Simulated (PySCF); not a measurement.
C2H6AlAsO.
Bonds: C1–C2 (double), C2–O3, O3–Al4, Al4–As5. Hydrogens: H6, H7 on C1; H8 on C2; H9 on Al4; H10, H11 on As5.

Level of theory: PBE0-D3(BJ)/def2-SVP geometry optimisation, gas phase (PySCF).

(1) What internal coordinates does the optimisation give?

Results:

(1) 
| bond | length (Å) | order |
| --- | --- | --- |
| C1=C2 | 1.336 | double |
| C2–O3 | 1.340 | single |
| O3–Al4 | 1.717 | single |
| Al4–As5 | 2.418 | single |
| C1–H6 | 1.091 | single |
| C1–H7 | 1.094 | single |
| C2–H8 | 1.098 | single |
| Al4–H9 | 1.586 | single |
| As5–H10, As5–H11 | 1.526 | single |

Bonds in one row agree within 0.01 Å and their mean is given. Orders are formal, as drawn. A selection of angles:
| angle | degrees |
| --- | --- |
| C2–C1–H6 | 119.5 |
| C2–C1–H7 | 122.2 |
| H6–C1–H7 | 118.3 |
| C1–C2–O3 | 126.6 |
| C1–C2–H8 | 120.6 |
| O3–C2–H8 | 112.7 |
| C2–O3–Al4 | 143.3 |
| O3–Al4–As5 | 114.3 |
| O3–Al4–H9 | 120.3 |
| As5–Al4–H9 | 125.3 |
| Al4–As5–H10 | 90.8 |
| H10–As5–H11 | 93.2 |

Dihedral angles: C1–C2–O3–Al4 1° (synperiplanar); C2–O3–Al4–As5 -170° (antiperiplanar). The mirror-image conformer, all signs reversed, is as good.

As5 (arsenic bonded to Al and 2 H) is pyramidal (angles 93.2°, 90.8° and 90.7°, sum 274.8°, 0.95 Å off the plane of its three neighbours). O3 (oxygen bonded to Al and C) is bent (angle 143.3°). Al4 (aluminium bonded to As, O and H) is planar (angles 125.3°, 120.3° and 114.3°, sum 359.9°, 0.03 Å off the plane of its three neighbours).

Point group: C1 (no symmetry element, even within 0.4 Å). PBE0-D3(BJ)/def2-SVP frequencies: not computed here. One conformer, not necessarily the lowest (C1–C2–O3–Al4 1°, C2–O3–Al4–As5 -170°, O3–Al4–As5–H -141° and -48°).

Time: 1.8 min wall; peak memory 0.50 GiB. Hardware: an Arm Neoverse V1 with one thread, shared host with 32 logical CPUs at a one-minute load of 34. These figures are those of the optimisation.
